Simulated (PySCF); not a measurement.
C₂H₈BNO. Atoms are numbered in the order given.

```xyz
13

B      0.0477     0.4821     0.0000
C     -0.6778     1.8908     0.0000
H     -1.3389     1.9837    -0.8872
H     -1.3389     1.9837     0.8872
H      0.0168     2.7545     0.0000
O     -0.7688    -0.6382     0.0000
C     -0.2282    -1.9381     0.0000
H      0.3988    -2.1356    -0.9017
H     -1.0602    -2.6713     0.0000
H      0.3988    -2.1356     0.9017
N      1.4618     0.3631     0.0000
H      1.9687    -0.5209     0.0000
H      2.0704     1.1792     0.0000
```

The structure is a stationary point at PBE-D3(BJ)/def2-SVP. One conformer was computed; it need not be the lowest.

The numbers are results of ωB97X/def2-TZVP (PySCF), not measurements.

ESP charges are fitted to the potential on shells at 1.4 to 2.0 van der Waals radii. Atomic charges (e):

```json
[
 {"atom": "B1", "Löwdin": "-0.85", "Mulliken": "0.39", "ESP fit": "0.95", "meta-Löwdin": "0.35"},
 {"atom": "C2", "Löwdin": "-0.27", "Mulliken": "-0.45", "ESP fit": "-0.99", "meta-Löwdin": "-0.46"},
 {"atom": "H3", "Löwdin": "0.15", "Mulliken": "0.13", "ESP fit": "0.22", "meta-Löwdin": "0.12"},
 {"atom": "H4", "Löwdin": "0.15", "Mulliken": "0.13", "ESP fit": "0.22", "meta-Löwdin": "0.12"},
 {"atom": "H5", "Löwdin": "0.13", "Mulliken": "0.10", "ESP fit": "0.22", "meta-Löwdin": "0.10"},
 {"atom": "O6", "Löwdin": "0.30", "Mulliken": "-0.33", "ESP fit": "-0.42", "meta-Löwdin": "-0.41"},
 {"atom": "C7", "Löwdin": "-0.33", "Mulliken": "-0.21", "ESP fit": "-0.22", "meta-Löwdin": "-0.10"},
 {"atom": "H8", "Löwdin": "0.11", "Mulliken": "0.11", "ESP fit": "0.10", "meta-Löwdin": "0.09"},
 {"atom": "H9", "Löwdin": "0.11", "Mulliken": "0.13", "ESP fit": "0.14", "meta-Löwdin": "0.12"},
 {"atom": "H10", "Löwdin": "0.11", "Mulliken": "0.11", "ESP fit": "0.10", "meta-Löwdin": "0.09"},
 {"atom": "N11", "Löwdin": "0.02", "Mulliken": "-0.58", "ESP fit": "-1.13", "meta-Löwdin": "-0.50"},
 {"atom": "H12", "Löwdin": "0.18", "Mulliken": "0.23", "ESP fit": "0.40", "meta-Löwdin": "0.23"},
 {"atom": "H13", "Löwdin": "0.18", "Mulliken": "0.24", "ESP fit": "0.41", "meta-Löwdin": "0.24"}
]
```

### Question
Give the Mayer and Wiberg (Löwdin basis) orders of the bonds. (The exact figures need the calculation; the answer reports its results.)

### Answer

| bond | Mayer | Wiberg |
|---|---|---|
| B1–C2 | 1.01 | 1.28 |
| C2–H3 | 0.96 | 0.86 |
| C2–H4 | 0.96 | 0.86 |
| C2–H5 | 0.97 | 0.88 |
| B1–O6 | 1.22 | 1.75 |
| O6–C7 | 0.94 | 1.45 |
| C7–H8 | 0.97 | 0.93 |
| C7–H9 | 0.98 | 0.94 |
| C7–H10 | 0.97 | 0.93 |
| B1–N11 | 1.25 | 1.78 |
| N11–H12 | 0.92 | 0.90 |
| N11–H13 | 0.92 | 0.90 |
